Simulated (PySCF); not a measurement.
**Electron correlation in Ne(3+) (neon, charge +3)**

[He] 2s2 2p3, high-spin 4S determinant. Calculation: PySCF 2.14, in cc-pVTZ-DK (4s3p2d1f, 30 functions); the spin-free X2C one-electron Hamiltonian (Gaussian nucleus). Frozen: 1s2; 5 electrons correlated.

MP2 pair energies summed by pair of shells (mhartree):

| pair | energy | share (%) |
| --- | --- | --- |
| 2s-2p | -67.16 | 66.8 |
| 2p-2p | -23.80 | 23.7 |
| 2s-2s | -9.57 | 9.5 |

Total MP2 correlation energy: -100.52 mhartree.

Same-spin part -29.12 and opposite-spin part -71.40 mhartree; SCS-MP2 scales them by 1/3 and 6/5 to -95.38 mhartree.

| level | correlation energy (mhartree) |
| --- | --- |
| CCSD | -113.61 |
| (T) | -0.88 |
| CCSD(T) | -114.49 |

Diagnostics: T1 = 0.0020, D1 = 0.0045, largest double amplitude 0.030.

Problem. Is a single reference adequate?

Solution. Yes: T1 lies below 0.03 and no double amplitude reaches 0.07.
